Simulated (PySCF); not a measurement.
Cartesian coordinates (Å):
```xyz
5

Zn     0.0935     0.0467     0.0979
S      1.3278    -1.4417    -0.9103
H      2.1922    -0.4835    -1.3538
S     -1.1416     1.5238     1.1219
H     -1.9230     1.6962     0.0167
```
Charge 0, spin multiplicity 1.

Task: What is the computed charge on the central atom (meta-Löwdin), dipole moment and HOMO–LUMO gap (TPSSh-D3(BJ)/def2-TZVP // PBE-D3(BJ)/def2-SVP run with PySCF)?

Result: 
The charge on the central atom (meta-Löwdin) is 1.09 e and the dipole moment comes out as 0.96 D. The HOMO–LUMO gap comes out as 5.47 eV.
